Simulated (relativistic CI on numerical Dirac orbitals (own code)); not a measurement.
# Yb XLI: sensitivity of the levels to the model

Base calculation: Dirac-Coulomb-Breit CI, orbitals from a KLI potential per configuration, model QED (radiative potential, 1s self-energy scaled to tabulated hydrogen-like ionisation energies), unscaled Slater integrals.

CI space (outside the closed core [Ar]): 3d¹⁰4s², 3d¹⁰4s4p, 3d¹⁰4p², 3d¹⁰4s4d, 3d¹⁰4d², 3d¹⁰4s4f, 3d¹⁰4p4d, 3d¹⁰4f², 3d¹⁰4p4f, 3d¹⁰4d4f, 3d¹⁰4s5s, 3d¹⁰4s5p, 3d¹⁰4s5d, 3d¹⁰4s5f, 3d¹⁰4s5g, 3d¹⁰4s6s, 3d¹⁰4s6p, 3d¹⁰4s6d, 3d¹⁰4s6f, 3d¹⁰4s7s, 3d⁹4s²4p, 3d⁹4s²4d, 3d⁹4s²4f, 3d⁹4s²5s, 3d⁹4s²5p, 3d⁹4s²5d. Double excitations out of closed p, d and f shells are left out; levels of such configurations are missing from the list, as are those of other unlisted configurations, and high levels can miss mixing partners. These lack a partner that the ground configuration has and come out too high: 3d⁹4s²4p, 3d⁹4s²4d, 3d⁹4s²4f, 3d⁹4s²5s, 3d⁹4s²5p.

Variants: (1) P86 correlation estimate; (2) QED terms removed; (3) Breit term removed. Shifts of the energy above 3d¹⁰4s² ¹S0, in eV, for the lowest level and the first level of each name with at least 55 % of one term (blank where a level changes its place among those of its configuration and J or its character, or is not in the variant):

```
        Level     Base    Δ(1)    Δ(2)    Δ(3)
  3d¹⁰4s² ¹S0    0.000   0.000   0.000   0.000
3d¹⁰4s4p ³P°0   77.292  +0.079  +1.032  -0.896
3d¹⁰4s4p ³P°1   83.598  +0.079  +1.032  -0.850
3d¹⁰4s4p ³P°2  151.599  +0.079  +0.945  -0.043
3d¹⁰4s4p ¹P°1  168.199  +0.080  +0.952  -0.060
  3d¹⁰4p² ³P0  178.171  +0.154  +2.086  -1.741
  3d¹⁰4p² ³P1  246.622  +0.154  +2.007  -0.911
  3d¹⁰4p² ¹D2  247.745  +0.155  +1.965  -0.810
 3d¹⁰4s4d ³D1  296.832  +0.172  +1.122  +0.372
 3d¹⁰4s4d ³D2  299.412  +0.172  +1.162  +0.387
 3d¹⁰4s4d ³D3  312.399  +0.172  +1.081  +0.786
  3d¹⁰4p² ¹S0  332.355  +0.154  +1.916  -0.100
3d¹⁰4p4d ³F°2  378.319  +0.248  +2.180  -0.448
3d¹⁰4p4d ³D°1  394.575  +0.246  +2.181  -0.478
```

At this charge energies of transitions that change n are usually good to better than 1 %, and those within a shell (Δn = 0) to a few per cent.

Ionisation energy from the two ground configurations alone: base 1977.23 eV; P86 correlation estimate 1978.03 eV; QED terms removed 1978.31 eV; Breit term removed 1978.69 eV. The NIST ASD value (theoretical) is 1978 eV.

LS names give the leading component of a level, which can be under half, so a name can repeat, a term be missing and a line seem to break the LS rules.
